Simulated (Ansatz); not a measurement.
## Molecular dynamics of GaH5OS

input.yaml

```yaml
crystal:
  periodic: [false, false, false]
  atoms:
    - { symbol: Ga, position_ang: [0.048193, 0.23675, 0.076435] }
    - { symbol: O, position_ang: [-0.252952, -0.122739, 1.938621] }
    - { symbol: H, position_ang: [-0.958713, -0.658954, 2.271284] }
    - { symbol: H, position_ang: [1.535189, -0.006277, -0.337394] }
    - { symbol: H, position_ang: [-1.252124, 0.033065, -0.773175] }
    - { symbol: S, position_ang: [-0.101488, 2.516039, 1.224143] }
    - { symbol: H, position_ang: [1.199389, 2.681318, 1.482319] }
    - { symbol: H, position_ang: [-0.284295, 1.215699, 2.032168] }
basis:
  gaussian: { orbitals: def2-SVP }
hamiltonian:
  xc: hf
md:
  timestep: 0.5
  n_steps: 200
  ensemble: nve
  temperature: 100.0
  initial_velocities: maxwell_boltzmann
  seed: 7171
```

Run as:

```bash
$ ansatz run input.yaml --threads 1 --pin off --max-ram 2048MiB --backend cpu --events-out ev --progress --plain --runs-dir out
```

It starts at the highest image of a converged band, a first-order saddle point between two minima.

Output, in part (one step line in 4, the closing report, with atoms numbered from 0):

```
md step     0: t =     0.00 fs  T =   100.0 K  F+E_penalty+E_count = -65256.06213313 eV  E_kin = 0.077556 eV  conserved = -65255.98457713 eV  (28 SCF iters)
md step     4: t =     2.00 fs  T =    82.2 K  F+E_penalty+E_count = -65256.04804982 eV  E_kin = 0.063770 eV  conserved = -65255.98428020 eV  (24 SCF iters)
md step     8: t =     4.00 fs  T =    80.6 K  F+E_penalty+E_count = -65256.04687690 eV  E_kin = 0.062510 eV  conserved = -65255.98436689 eV  (24 SCF iters)
md step    12: t =     6.00 fs  T =   100.3 K  F+E_penalty+E_count = -65256.06190595 eV  E_kin = 0.077757 eV  conserved = -65255.98414895 eV  (24 SCF iters)
md step    16: t =     8.00 fs  T =   199.0 K  F+E_penalty+E_count = -65256.13817615 eV  E_kin = 0.154313 eV  conserved = -65255.98386349 eV  (24 SCF iters)
md step    20: t =    10.00 fs  T =   450.5 K  F+E_penalty+E_count = -65256.33503955 eV  E_kin = 0.349412 eV  conserved = -65255.98562794 eV  (23 SCF iters)
md step    24: t =    12.00 fs  T =   406.0 K  F+E_penalty+E_count = -65256.29985715 eV  E_kin = 0.314909 eV  conserved = -65255.98494863 eV  (22 SCF iters)
md step    28: t =    14.00 fs  T =   628.2 K  F+E_penalty+E_count = -65256.47612086 eV  E_kin = 0.487182 eV  conserved = -65255.98893864 eV  (23 SCF iters)
md step    32: t =    16.00 fs  T =   562.3 K  F+E_penalty+E_count = -65256.42103942 eV  E_kin = 0.436106 eV  conserved = -65255.98493359 eV  (23 SCF iters)
md step    36: t =    18.00 fs  T =   500.4 K  F+E_penalty+E_count = -65256.37092260 eV  E_kin = 0.388090 eV  conserved = -65255.98283296 eV  (24 SCF iters)
md step    40: t =    20.00 fs  T =   999.6 K  F+E_penalty+E_count = -65256.76545291 eV  E_kin = 0.775282 eV  conserved = -65255.99017066 eV  (23 SCF iters)
md step    44: t =    22.00 fs  T =   760.0 K  F+E_penalty+E_count = -65256.56882575 eV  E_kin = 0.589432 eV  conserved = -65255.97939395 eV  (24 SCF iters)
md step    48: t =    24.00 fs  T =  1101.0 K  F+E_penalty+E_count = -65256.84447103 eV  E_kin = 0.853857 eV  conserved = -65255.99061367 eV  (23 SCF iters)
md step    52: t =    26.00 fs  T =   711.0 K  F+E_penalty+E_count = -65256.53377333 eV  E_kin = 0.551435 eV  conserved = -65255.98233837 eV  (24 SCF iters)
md step    56: t =    28.00 fs  T =  1018.2 K  F+E_penalty+E_count = -65256.77660600 eV  E_kin = 0.789711 eV  conserved = -65255.98689453 eV  (23 SCF iters)
md step    60: t =    30.00 fs  T =   925.7 K  F+E_penalty+E_count = -65256.70187625 eV  E_kin = 0.717915 eV  conserved = -65255.98396115 eV  (23 SCF iters)
md step    64: t =    32.00 fs  T =  1220.9 K  F+E_penalty+E_count = -65256.93984806 eV  E_kin = 0.946916 eV  conserved = -65255.99293164 eV  (23 SCF iters)
md step    68: t =    34.00 fs  T =   919.4 K  F+E_penalty+E_count = -65256.69624328 eV  E_kin = 0.713047 eV  conserved = -65255.98319591 eV  (23 SCF iters)
md step    72: t =    36.00 fs  T =  1050.4 K  F+E_penalty+E_count = -65256.79947052 eV  E_kin = 0.814669 eV  conserved = -65255.98480176 eV  (22 SCF iters)
md step    76: t =    38.00 fs  T =  1197.2 K  F+E_penalty+E_count = -65256.91758314 eV  E_kin = 0.928537 eV  conserved = -65255.98904578 eV  (22 SCF iters)
md step    80: t =    40.00 fs  T =  1388.5 K  F+E_penalty+E_count = -65257.06833543 eV  E_kin = 1.076848 eV  conserved = -65255.99148717 eV  (23 SCF iters)
md step    84: t =    42.00 fs  T =  1284.6 K  F+E_penalty+E_count = -65256.98092409 eV  E_kin = 0.996299 eV  conserved = -65255.98462555 eV  (23 SCF iters)
md step    88: t =    44.00 fs  T =  1210.5 K  F+E_penalty+E_count = -65256.92256445 eV  E_kin = 0.938846 eV  conserved = -65255.98371840 eV  (22 SCF iters)
md step    92: t =    46.00 fs  T =  1400.7 K  F+E_penalty+E_count = -65257.07832066 eV  E_kin = 1.086365 eV  conserved = -65255.99195540 eV  (23 SCF iters)
md step    96: t =    48.00 fs  T =  1267.8 K  F+E_penalty+E_count = -65256.97113388 eV  E_kin = 0.983245 eV  conserved = -65255.98788895 eV  (23 SCF iters)
md step   100: t =    50.00 fs  T =  1256.9 K  F+E_penalty+E_count = -65256.96107898 eV  E_kin = 0.974835 eV  conserved = -65255.98624396 eV  (23 SCF iters)
md step   104: t =    52.00 fs  T =   998.1 K  F+E_penalty+E_count = -65256.75721138 eV  E_kin = 0.774109 eV  conserved = -65255.98310245 eV  (23 SCF iters)
md step   108: t =    54.00 fs  T =  1206.5 K  F+E_penalty+E_count = -65256.92835352 eV  E_kin = 0.935695 eV  conserved = -65255.99265812 eV  (23 SCF iters)
md step   112: t =    56.00 fs  T =   838.6 K  F+E_penalty+E_count = -65256.63284930 eV  E_kin = 0.650401 eV  conserved = -65255.98244808 eV  (22 SCF iters)
md step   116: t =    58.00 fs  T =  1069.7 K  F+E_penalty+E_count = -65256.81781817 eV  E_kin = 0.829615 eV  conserved = -65255.98820322 eV  (23 SCF iters)
md step   120: t =    60.00 fs  T =   795.7 K  F+E_penalty+E_count = -65256.59974409 eV  E_kin = 0.617130 eV  conserved = -65255.98261411 eV  (24 SCF iters)
md step   124: t =    62.00 fs  T =  1120.6 K  F+E_penalty+E_count = -65256.86134365 eV  E_kin = 0.869130 eV  conserved = -65255.99221326 eV  (23 SCF iters)
md step   128: t =    64.00 fs  T =   764.0 K  F+E_penalty+E_count = -65256.57363412 eV  E_kin = 0.592497 eV  conserved = -65255.98113761 eV  (29 SCF iters)
md step   132: t =    66.00 fs  T =   986.6 K  F+E_penalty+E_count = -65256.75390864 eV  E_kin = 0.765167 eV  conserved = -65255.98874206 eV  (23 SCF iters)
md step   136: t =    68.00 fs  T =   704.7 K  F+E_penalty+E_count = -65256.52922773 eV  E_kin = 0.546526 eV  conserved = -65255.98270165 eV  (23 SCF iters)
md step   140: t =    70.00 fs  T =  1058.1 K  F+E_penalty+E_count = -65256.81134240 eV  E_kin = 0.820618 eV  conserved = -65255.99072463 eV  (23 SCF iters)
md step   144: t =    72.00 fs  T =   773.4 K  F+E_penalty+E_count = -65256.58143428 eV  E_kin = 0.599849 eV  conserved = -65255.98158559 eV  (23 SCF iters)
md step   148: t =    74.00 fs  T =   941.7 K  F+E_penalty+E_count = -65256.71943458 eV  E_kin = 0.730332 eV  conserved = -65255.98910237 eV  (23 SCF iters)
md step   152: t =    76.00 fs  T =   683.2 K  F+E_penalty+E_count = -65256.51264655 eV  E_kin = 0.529859 eV  conserved = -65255.98278779 eV  (23 SCF iters)
md step   156: t =    78.00 fs  T =  1042.8 K  F+E_penalty+E_count = -65256.79823006 eV  E_kin = 0.808732 eV  conserved = -65255.98949846 eV  (23 SCF iters)
md step   160: t =    80.00 fs  T =   901.8 K  F+E_penalty+E_count = -65256.68094728 eV  E_kin = 0.699409 eV  conserved = -65255.98153865 eV  (23 SCF iters)
md step   164: t =    82.00 fs  T =  1153.0 K  F+E_penalty+E_count = -65256.88420419 eV  E_kin = 0.894203 eV  conserved = -65255.99000073 eV  (23 SCF iters)
md step   168: t =    84.00 fs  T =   824.3 K  F+E_penalty+E_count = -65256.62233836 eV  E_kin = 0.639307 eV  conserved = -65255.98303133 eV  (23 SCF iters)
md step   172: t =    86.00 fs  T =  1052.9 K  F+E_penalty+E_count = -65256.80511121 eV  E_kin = 0.816599 eV  conserved = -65255.98851256 eV  (23 SCF iters)
md step   176: t =    88.00 fs  T =   915.0 K  F+E_penalty+E_count = -65256.69285097 eV  E_kin = 0.709657 eV  conserved = -65255.98319435 eV  (22 SCF iters)
md step   180: t =    90.00 fs  T =  1036.6 K  F+E_penalty+E_count = -65256.79353262 eV  E_kin = 0.803916 eV  conserved = -65255.98961700 eV  (23 SCF iters)
md step   184: t =    92.00 fs  T =   683.5 K  F+E_penalty+E_count = -65256.51369452 eV  E_kin = 0.530130 eV  conserved = -65255.98356461 eV  (22 SCF iters)
md step   188: t =    94.00 fs  T =   765.0 K  F+E_penalty+E_count = -65256.58083166 eV  E_kin = 0.593268 eV  conserved = -65255.98756406 eV  (23 SCF iters)
md step   192: t =    96.00 fs  T =   601.3 K  F+E_penalty+E_count = -65256.44970684 eV  E_kin = 0.466371 eV  conserved = -65255.98333590 eV  (23 SCF iters)
md step   196: t =    98.00 fs  T =   818.8 K  F+E_penalty+E_count = -65256.62502851 eV  E_kin = 0.635013 eV  conserved = -65255.99001595 eV  (23 SCF iters)
md step   200: t =   100.00 fs  T =   584.6 K  F+E_penalty+E_count = -65256.43746926 eV  E_kin = 0.453418 eV  conserved = -65255.98405110 eV  (30 SCF iters)
Total energy: -65256.43746926 eV, -2398.1298445932 hartree
Atom 0 at     0.049346     0.430053     0.098055 Å, force     0.302713     2.053562     0.811614 eV/Å
Atom 1 at    -0.429559    -1.193653     2.674193 Å, force    -1.966860    -0.819481     2.265505 eV/Å
Atom 2 at    -0.842515    -1.982454     2.251457 Å, force     0.642612     1.612578     1.336042 eV/Å
Atom 3 at     1.517615    -0.072796    -0.130031 Å, force    -0.316827    -0.291761     0.010300 eV/Å
Atom 4 at    -1.416944     0.046101    -0.193450 Å, force    -0.088500    -0.451566    -0.188910 eV/Å
Atom 5 at     0.000577     2.739668     0.746806 Å, force     0.367944    -1.358037    -0.161170 eV/Å
Atom 6 at     1.287048     2.860325     1.135935 Å, force    -0.332620    -0.057117    -0.182723 eV/Å
Atom 7 at    -0.828654    -1.072086     3.622826 Å, force     1.391537    -0.688179    -3.890659 eV/Å
Dipole moment:    -0.137163    -0.922066     0.285259 e Å
```

All steps were run. The conserved energy stayed within 1.1 meV per atom of its start (net change 0.066 meV per atom), so the integration is sound. The kinetic energy rose, since the run started high on the potential surface and went downhill. It ends in pieces (GaH3S + H2O), so much of that is their flight and rotation, not heat. A run of 0.1 ps of so small a system gives no equilibrium averages. The orbitals stay closed-shell, which can raise the energy where a bond breaks towards radicals; this wasn't checked here.

Between its relaxed ends the band would form Ga1–S6, O2–H8 and break S6–H8. These pairs go: Ga1–S6 2.56 → 2.40 Å, O2–H8 1.34 → 1.04 Å, S6–H8 1.54 → 4.85 Å. In the last frame they stand as after the step (other bonds may differ from the relaxed reactants and products). Also parted: Ga1–O2 1.92 → 3.08 Å. It ends as GaH3S + H2O. Pairs count as bonded within 1.25 times the sum of covalent radii (0.12 Å more for H–H).

Last frame:

```xyz
8
Properties=species:S:1:pos:R:3
Ga 0.049 0.430 0.098
O -0.430 -1.194 2.674
H -0.843 -1.982 2.252
H 1.518 -0.073 -0.130
H -1.417 0.046 -0.193
S 0.001 2.740 0.747
H 1.287 2.860 1.136
H -0.829 -1.072 3.623
```

Time of the run: 5.4 min on 1 thread of Arm Neoverse V1 (shared host), peak memory 0.17 GiB.
